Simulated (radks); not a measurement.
Values are calculated unless marked as measured or tabulated.
All-electron atom: the thallium ion Tl41+ in [Kr] 4d4. Level of theory: scalar-relativistic Kohn-Sham, SCAN, spin-polarised, spherical densities, finite nucleus; open shells are filled with parallel spins first (spin-orbit coupling, left out, can overturn this in heavy ions); meta-GGA in the generalised Kohn-Sham scheme; Fermi nuclear charge, rms radius 5.4759 fm (a radial shooting solver on a logarithmic mesh with Libxc functionals).

Unscreened Slater integrals over Kohn-Sham orbitals (cm^-1). They are taken over the spin-up orbitals.

| integral | value |
|---|---|
| F0(4d,4d) | 530100 |
| F2(4d,4d) | 270510 |
| F4(4d,4d) | 184550 |
| F0(4d,4p) | 528530 |
| F2(4d,4p) | 271050 |
| G1(4d,4p) | 336320 |
| G3(4d,4p) | 215990 |
| F0(4d,4s) | 537810 |
| G2(4d,4s) | 268640 |
| F0(4d,3d) | 678890 |
| F2(4d,3d) | 200950 |
| F4(4d,3d) | 101080 |
| G0(4d,3d) | 63531 |
| G2(4d,3d) | 81364 |
| G4(4d,3d) | 64274 |
| F0(4p,4p) | 528480 |
| F2(4p,4p) | 275560 |
| F0(4p,4s) | 537480 |
| G1(4p,4s) | 362850 |
| F0(4p,3d) | 670000 |
| F2(4p,3d) | 191860 |
| G1(4p,3d) | 61840 |
| G3(4p,3d) | 62634 |
| F0(4s,4s) | 547380 |
| F0(4s,3d) | 686380 |
| G2(4s,3d) | 64787 |
| F0(3d,3d) | 1241600 |
| F2(3d,3d) | 635020 |
| F4(3d,3d) | 409130 |

Derived for the open shells (J is the average intra-shell exchange parameter used in DFT+U). 4d: Racah B = F2/49 - 5 F4/441 = 3428 cm^-1, C = 35 F4/441 = 14650 cm^-1, C/B = 4.27, F4/F2 = 0.682, J = (F2 + F4)/14 = 32500 cm^-1.
